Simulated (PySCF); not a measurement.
Record of a relaxation.

Compound: C₄H₁₂AsB.
Bonds: B1–As2, As2–C3, C3–C4, C3–C5, C3–C6. Hydrogens: H7, H8 on B1; H9 on As2; H10, H11, H12 on C4; H13, H14, H15 on C5; H16, H17, H18 on C6.

Method: PBE0-D3(BJ)/def2-SVP geometry optimisation, gas phase (PySCF); density fitting, grid level 1; the optimiser is geomeTRIC in internal coordinates, started from a GFN2-xTB structure. 5 of its 6 geometries are shown. The frame can shift and turn from step to step; on so coarse a grid that alone can change the energy by a few meV, and forces under 0.02 eV/Å are noise.

Step 0: E = -65836.4026 eV, largest atomic force 0.930 eV/Å
```
atom  x, y, z in Å  |  force x, y, z in eV/Å
B1      2.550   -0.365    0.740   -0.301   0.393  -0.001
As2     1.340    1.149    0.402   -0.575  -0.182  -0.201
C3     -0.409    0.198   -0.037   -0.242  -0.083   0.094
C4     -1.355    1.209   -0.679    0.628  -0.001   0.269
C5     -1.007   -0.318    1.266    0.456   0.303  -0.173
C6     -0.173   -0.958   -1.002    0.242   0.408   0.212
H7      3.653   -0.361    0.344    0.849   0.116  -0.357
H8      2.248   -1.232    1.471   -0.369  -0.669   0.531
H9      1.737    1.379   -1.036    0.134   0.190  -0.195
H10    -2.302    0.738   -0.944   -0.346  -0.219  -0.084
H11    -1.557    2.032    0.008   -0.144   0.315   0.153
H12    -0.910    1.621   -1.586    0.029   0.185  -0.331
H13    -1.165    0.505    1.965   -0.108   0.183   0.287
H14    -1.968   -0.803    1.086   -0.369  -0.186  -0.118
H15    -0.343   -1.045    1.733    0.163  -0.269   0.240
H16    -1.119   -1.438   -1.263   -0.391  -0.178  -0.083
H17     0.481   -1.708   -0.557    0.202  -0.322   0.086
H18     0.290   -0.599   -1.923    0.143   0.016  -0.328
```

Step 1: E = -65836.5036 eV, largest atomic force 0.150 eV/Å
```
atom  x, y, z in Å  |  force x, y, z in eV/Å
B1      2.264   -0.667    0.808    0.045  -0.049   0.024
As2     1.023    0.815    0.397    0.064  -0.059  -0.122
C3     -0.745   -0.083    0.069    0.041   0.057   0.000
C4     -1.677    0.970   -0.522   -0.078   0.011  -0.073
C5     -1.273   -0.571    1.412   -0.056  -0.055   0.049
C6     -0.582   -1.246   -0.903    0.004  -0.093  -0.065
H7      3.414   -0.617    0.436   -0.044   0.041   0.036
H8      1.925   -1.563    1.549   -0.007   0.045  -0.026
H9      1.434    1.079   -1.049   -0.042   0.011   0.123
H10    -2.659    0.516   -0.751    0.050   0.034   0.026
H11    -1.846    1.808    0.172    0.019  -0.013   0.000
H12    -1.278    1.384   -1.462   -0.025  -0.015   0.018
H13    -1.420    0.259    2.121    0.009  -0.002  -0.012
H14    -2.251   -1.066    1.267    0.047   0.026   0.016
H15    -0.598   -1.305    1.880   -0.008   0.010  -0.018
H16    -1.566   -1.698   -1.134    0.026   0.039   0.027
H17     0.059   -2.038   -0.483   -0.023   0.026  -0.018
H18    -0.135   -0.919   -1.856   -0.023  -0.015   0.015
```

Step 2: E = -65836.5092 eV, largest atomic force 0.128 eV/Å
```
atom  x, y, z in Å  |  force x, y, z in eV/Å
B1      2.274   -0.664    0.825    0.014   0.044   0.034
As2     1.028    0.804    0.389   -0.019  -0.124  -0.025
C3     -0.744   -0.088    0.059    0.030   0.046  -0.018
C4     -1.677    0.972   -0.523   -0.016  -0.001  -0.005
C5     -1.266   -0.576    1.406   -0.013  -0.017   0.010
C6     -0.600   -1.253   -0.917    0.005  -0.009   0.000
H7      3.429   -0.580    0.483   -0.001   0.003   0.011
H8      1.936   -1.558    1.565   -0.011   0.005  -0.019
H9      1.445    1.077   -1.045   -0.002   0.026  -0.004
H10    -2.664    0.526   -0.739    0.000   0.003   0.014
H11    -1.830    1.809    0.174    0.010   0.005   0.000
H12    -1.288    1.383   -1.468   -0.002  -0.008  -0.002
H13    -1.399    0.255    2.117    0.006   0.002   0.000
H14    -2.247   -1.063    1.272    0.001   0.004   0.001
H15    -0.590   -1.314    1.866    0.002   0.000  -0.005
H16    -1.591   -1.691   -1.133    0.000   0.009   0.008
H17     0.037   -2.051   -0.505    0.001   0.007   0.001
H18    -0.163   -0.931   -1.875   -0.006   0.005  -0.001
```

Step 4: E = -65836.5135 eV, largest atomic force 0.035 eV/Å
```
atom  x, y, z in Å  |  force x, y, z in eV/Å
B1      2.291   -0.650    0.863   -0.013   0.032   0.004
As2     1.030    0.775    0.364    0.004  -0.030  -0.006
C3     -0.745   -0.097    0.040   -0.021   0.006   0.015
C4     -1.677    0.975   -0.521    0.012  -0.003   0.019
C5     -1.252   -0.587    1.394    0.010   0.004  -0.014
C6     -0.629   -1.260   -0.941    0.004   0.024   0.010
H7      3.457   -0.523    0.580    0.012  -0.011  -0.004
H8      1.943   -1.545    1.596    0.003  -0.007   0.006
H9      1.463    1.070   -1.059    0.002   0.006  -0.008
H10    -2.677    0.545   -0.702   -0.012  -0.004   0.000
H11    -1.794    1.818    0.177    0.002   0.005  -0.005
H12    -1.309    1.374   -1.479    0.000  -0.002  -0.008
H13    -1.359    0.241    2.112    0.000  -0.001   0.004
H14    -2.242   -1.058    1.275   -0.010  -0.002  -0.004
H15    -0.579   -1.337    1.836   -0.001  -0.004   0.003
H16    -1.630   -1.686   -1.135   -0.004  -0.012  -0.006
H17     0.009   -2.063   -0.544    0.008  -0.003   0.000
H18    -0.211   -0.938   -1.907    0.004   0.002  -0.005
```

Step 5: E = -65836.5138 eV, largest atomic force 0.023 eV/Å
```
atom  x, y, z in Å  |  force x, y, z in eV/Å
B1      2.295   -0.645    0.871   -0.008  -0.002  -0.002
As2     1.031    0.770    0.358    0.007   0.004  -0.005
C3     -0.746   -0.098    0.039   -0.016  -0.003   0.016
C4     -1.679    0.975   -0.518    0.005   0.000   0.002
C5     -1.251   -0.590    1.392    0.003  -0.002  -0.008
C6     -0.632   -1.259   -0.945    0.006   0.006  -0.003
H7      3.463   -0.520    0.591   -0.001   0.000  -0.003
H8      1.947   -1.535    1.610    0.004   0.002   0.006
H9      1.464    1.066   -1.066   -0.001   0.000   0.001
H10    -2.681    0.548   -0.693    0.001   0.000   0.001
H11    -1.788    1.821    0.177    0.002   0.001  -0.002
H12    -1.315    1.371   -1.480   -0.003  -0.002  -0.001
H13    -1.355    0.236    2.113    0.000  -0.001   0.000
H14    -2.244   -1.057    1.272    0.000   0.002   0.000
H15    -0.580   -1.344    1.830   -0.002  -0.001  -0.001
H16    -1.631   -1.688   -1.138    0.001  -0.001   0.000
H17     0.010   -2.061   -0.552    0.002   0.000  -0.002
H18    -0.217   -0.934   -1.912    0.001  -0.001   0.000
```

Question: Summarise the path.

Answer: The energy falls by 2.56 kcal/mol from step 0 to step 5; nine tenths of that is first reached at step 1. It falls at every step. The largest force goes from 0.930 to 0.023 eV/Å. Among the bonds B1–H7 changes most (a near tie, within 0.001 Å, with another), from 1.172 to 1.207 Å; the atoms move by 0.123 Å rms after alignment.

What follows is the cost of the whole optimisation. Time: 55 s; peak memory 0.73 GiB. Hardware: an Arm Neoverse V1 with one thread, on a shared host.
